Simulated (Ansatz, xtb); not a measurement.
**C4H5BO3: which of two isomers lies lower**

Structure I is `OB(O)c1ccco1`, a singlet and structure II is `OB(O)c1ccoc1`, a singlet. Both are isolated molecules in the gas phase, relaxed with B3LYP/def2-SVP; the shapes shown needn't be the lowest conformers.

I (Å):

| atom | x (Å) | y (Å) | z (Å) |
| --- | --- | --- | --- |
| C | -0.3744 | -0.1050 | -0.1435 |
| C | -0.8648 | 0.6295 | 0.9100 |
| C | 0.1458 | 1.5708 | 1.2793 |
| C | 1.1907 | 1.3487 | 0.4242 |
| B | -0.9157 | -1.2691 | -1.0244 |
| O | -0.1613 | -1.8031 | -2.0308 |
| O | -2.1626 | -1.7562 | -0.7801 |
| O | 0.8963 | 0.3494 | -0.4336 |
| H | 0.7019 | -1.3753 | -2.1063 |
| H | -2.3940 | -2.4736 | -1.3847 |
| H | -1.8457 | 0.5009 | 1.3638 |
| H | 0.1058 | 2.3144 | 2.0727 |
| H | 2.1703 | 1.8088 | 0.3143 |

II (Å):

```
atom    x (Å)    y (Å)    z (Å)
   C  -0.8119  -0.0916   0.2937
   C   0.1505   0.6619   1.0659
   C   0.2029   0.0859   2.2990
   C  -1.2540  -1.0670   1.1535
   B  -1.2634   0.1288  -1.1761
   O  -2.2010  -0.7234  -1.7005
   O  -0.6997   1.1654  -1.8725
   O  -0.6536  -0.9724   2.3599
   H  -2.4553  -0.5542  -2.6150
   H  -1.0031   1.2729  -2.7815
   H   0.7214   1.5230   0.7248
   H   0.7678   0.2940   3.2041
   H  -1.9755  -1.8727   1.0395
```

Task: Estimate which is lower in electronic energy at CCSD(T)/def2-SVP + ΔMP2/def2-TZVPP, and by roughly how much.

Result: The CCSD(T)/def2-SVP + ΔMP2/def2-TZVPP calculation puts structure I lower, by 4.2 kcal/mol.

Level by level:

```
                             level        geometry  E(II) − E(I) (kcal/mol)  departure from the last row (kcal/mol)  job, with rough time for the two
                          GFN2-xTB        GFN2-xTB                      +3.6                                    −0.6              optimisation, 0.28 s
                         HF/STO-3G        GFN2-xTB                      +5.9                                    +1.7              single point, 0.32 s
                r2SCAN-D4/def2-SVP        GFN2-xTB                      +5.6                                    +1.4               single point, 3.5 s
                    B3LYP/def2-SVP  B3LYP/def2-SVP                      +5.4                                    +1.2                optimisation, 24 s
                       HF/def2-SVP  B3LYP/def2-SVP                      +4.5                                    +0.3           part of the CCSD(T) run
                      MP2/def2-SVP  B3LYP/def2-SVP                      +5.2                                    +1.0           part of the CCSD(T) run
                  CCSD(T)/def2-SVP  B3LYP/def2-SVP                      +5.0                                    +0.8                      single point
CCSD(T)/def2-SVP + ΔMP2/def2-TZVPP  B3LYP/def2-SVP                      +4.2                                                        single point, 83 s
```

As drawn, both hold the same kinds of bond in the same numbers.

None of the levels shown reverses the order. The largest departure from CCSD(T)/def2-SVP + ΔMP2/def2-TZVPP is that of HF/STO-3G, 1.7 kcal/mol. The last row adds to CCSD(T) the change of the MP2 difference between the two basis sets, here −0.8 kcal/mol.

With thermal terms from frequencies at re-optimised GFN2-xTB minima (ideal gas, soft modes damped towards free rotors, one conformer each, 298.15 K, 1 atm): on the last row, ΔE + ΔZPE = +4.0, ΔH = +4.0, ΔG = +3.9 kcal/mol.

The correlated steps freeze 8 core orbitals. Run with Ansatz 0.2.0, xtb 6.7.1; the last row on 4 threads of Arm Neoverse V1 on a shared host.
